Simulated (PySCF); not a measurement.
Input file for PySCF: R-HF/STO-3G on H2SSi (SMILES [SiH]S), a point of a torsion scan.

```python
from pyscf import gto, scf, dft, mp
from pyscf.data.elements import chemcore

mol = gto.M(
    atom='''
    Si    1.00452625    0.66708187   -0.36211314
    S    -1.06055136    0.48173672    0.37375644
    H     1.51737426   -0.53647736    0.33820894
    H    -0.75324888    0.56207759    1.66063776
    ''',
    basis='sto-3g',
    charge=0, spin=0, verbose=3, max_memory=1800)
mf = scf.RHF(mol)
mf.conv_tol = 1e-8
mf.max_cycle = 100
mf.kernel()
if not mf.converged:
    mf = mf.newton().run(mf.mo_coeff, mf.mo_occ)
```

The log:

```
converged SCF energy = -679.874803584057
```

The run converged.

Cost: around 0.21 core-seconds (rough).
